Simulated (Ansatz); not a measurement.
```yaml
crystal:
  periodic: [false, false, false]
  atoms:
    - {symbol: C, position_ang: [-1.461823, 0.204315, 0.492834]}
    - {symbol: C, position_ang: [0.045015, 0.401340, 0.258789]}
    - {symbol: Si, position_ang: [0.998613, -1.170131, 0.615984]}
    - {symbol: Al, position_ang: [0.508473, 1.082507, -1.502911]}
    - {symbol: F, position_ang: [-0.623240, 0.950140, -2.700752]}
    - {symbol: H, position_ang: [-1.881629, -0.518178, -0.211333]}
    - {symbol: H, position_ang: [-1.672584, -0.165783, 1.501563]}
    - {symbol: H, position_ang: [-2.024842, 1.132339, 0.364961]}
    - {symbol: H, position_ang: [0.454917, 1.140365, 0.964725]}
    - {symbol: H, position_ang: [0.757523, -1.648443, 2.006164]}
    - {symbol: H, position_ang: [2.461811, -0.951961, 0.433861]}
    - {symbol: H, position_ang: [0.577580, -2.250861, -0.320446]}
    - {symbol: H, position_ang: [1.880585, 1.759751, -1.888840]}
basis:
  gaussian: {orbitals: def2-mTZVP, final_grid: {core_spheres: 1, valence_spheres: 1, degree: 5}}
hamiltonian: {xc: {name: r2SCAN}}
scf: {lower_state_search: full}
output: {forces: true}
```

```sh
$ ansatz run in.yaml --threads 4 --pin off --events-out ev --progress --plain --max-ram 10444MiB
```

Shortened log:

```
Functional definition: r2SCAN
1308 factors; their error is unknown
mean field evaluation 1: about -19382.9237 eV, gradient 7.7e1 eV
mean field evaluation 2: about -19355.6111 eV, gradient 1.3e2 eV
mean field evaluation 4: about -19395.5305 eV, gradient 8.1e0 eV
mean field evaluation 8: about -19341.7536 eV, gradient 2.1e2 eV
mean field evaluation 16: about -19357.0472 eV, gradient 3.0e-1 eV
mean field -19357.04757266 eV, -711.3583776173 hartree, gradient 8.3e-5 eV, S^2 0.000000; 0 other end points of the search recorded, 0 dependent functions left out
reference -19357.04767168 eV, -711.3583812560 hartree; 28, 28 occupied and 97, 97 virtual orbitals, 1308 factors
Total energy: -19357.04767168 eV, -711.3583812560 hartree
Atom 0 at    -1.461823     0.204315     0.492834 Å, force     7.373653    -2.630400     0.446891 eV/Å
Atom 1 at     0.045015     0.401340     0.258789 Å, force    -2.087734    -7.783544     3.864236 eV/Å
Atom 2 at     0.998613    -1.170131     0.615984 Å, force    -5.836437     9.930888    -0.953630 eV/Å
Atom 3 at     0.508473     1.082507    -1.502911 Å, force    -4.880327    -2.763763    -6.948015 eV/Å
Atom 4 at    -0.623240     0.950140    -2.700752 Å, force     5.745115     0.899320    10.203316 eV/Å
Atom 5 at    -1.881629    -0.518178    -0.211333 Å, force     0.890936     2.364818     2.048997 eV/Å
Atom 6 at    -1.672584    -0.165783     1.501563 Å, force     1.329385     2.848391    -5.582046 eV/Å
Atom 7 at    -2.024842     1.132339     0.364961 Å, force    -0.065551    -2.003115    -0.193484 eV/Å
Atom 8 at     0.454917     1.140365     0.964725 Å, force    -1.153973    -1.355466    -2.027872 eV/Å
Atom 9 at     0.757523    -1.648443     2.006164 Å, force     0.691686     0.531973    -1.516616 eV/Å
Atom 10 at     2.461811    -0.951961     0.433861 Å, force    -1.289641    -0.384377    -0.182703 eV/Å
Atom 11 at     0.577580    -2.250861    -0.320446 Å, force    -0.354121    -0.053442    -0.004312 eV/Å
Atom 12 at     1.880585     1.759751    -1.888840 Å, force    -0.362992     0.398718     0.845238 eV/Å
Dipole moment:     0.169474    -0.268628     0.376965 e Å
```

In this input the integration grid is far too coarse. The run converged. The result belongs to that input, not to the molecule as meant.
